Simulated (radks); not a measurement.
Results of a calculation; reference values are marked as such.
Question: The lutetium ion Lu2+, [Xe] 4f14 6s1. Level of theory: non-relativistic Kohn-Sham, exchange-only B88, spin-polarised, spherical densities, point nucleus (a radial shooting solver on a logarithmic mesh with Libxc functionals). Every spin shell is full or empty, so the densities are truly spherical. Functionals are evaluated on that one density, not self-consistently. Rank these orbital-free kinetic functionals by their error against the exact value of the orbitals, and give that value: Thomas-Fermi, TF + vW, TF + vW/9, TF + vW/5, LC94, APBEK, revAPBEK, LKT, PG1, Ernzerhof.

Answer: Exact: 13851.9 hartree. From best to worst, with 100 (|E| - |E exact|)/|E exact| (equal figures are ties): APBEK -0.01, LC94 -0.05, revAPBEK +0.13, Ernzerhof -0.54, TF + vW/9 -0.76, TF + vW/5 +2.52, Thomas-Fermi -4.86, PG1 +12.95, LKT +16.61, TF + vW +32.04.
